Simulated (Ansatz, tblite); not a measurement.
Cost and result up the ladder for the cluster Au₉⁺ (the lowest singlet isomer of a short search) (9 atoms). Charge 1, multiplicity 1. Geometry: PBE0-D4/def2-SVP.

```
atom   x (Å)   y (Å)   z (Å)
 Au1   0.910  -1.687  -0.676
 Au2  -0.505   1.107   2.920
 Au3   1.347   0.649   0.978
 Au4  -1.357   1.473   0.352
 Au5  -0.950  -3.419   0.067
 Au6  -1.947   2.023  -2.169
 Au7   0.430   0.935  -1.753
 Au8   2.948   0.068  -1.147
 Au9  -0.877  -1.150   1.429
```

Ansatz on 4 threads of Arm Neoverse N1 on a shared host; xTB runs through tblite on one thread. Times are rough, summed over both states, and most runs start from the orbitals of an earlier one. PBE0-D4/def2-TZVP serves as the yardstick here, not as an exact answer. The other state is a triplet.

In the def2 sets Au takes a core potential; there is no spin–orbit coupling. The xTB rows come from tblite. HOMO above LUMO, or a gap near zero within one spin, warns that the state may not be the lowest or that an electron is smeared out. The structure comes from a short search, and lower isomers may exist.

xTB has no spin-polarisation term.

| level | functions | wall time | vertical triplet (eV) | difference from PBE0-D4/def2-TZVP (eV) | remarks |
| --- | --- | --- | --- | --- | --- |
| GFN2-xTB | 81 | 0.066 s | 4.29 | 1.77 | – |
| GFN1-xTB | 81 | 0.076 s | 1.28 | -1.24 | – |
| PBE-D4/def2-TZVP (with forces) | 360 | 3.7 min | 2.19 | -0.32 | gap within one spin near zero (triplet) |
| PBE0-D4/def2-TZVP | 360 | 4.3 min | 2.51 | 0.00 | – |
| r2SCAN-D4/def2-TZVP | 360 | 4.5 min | 2.24 | -0.28 | – |
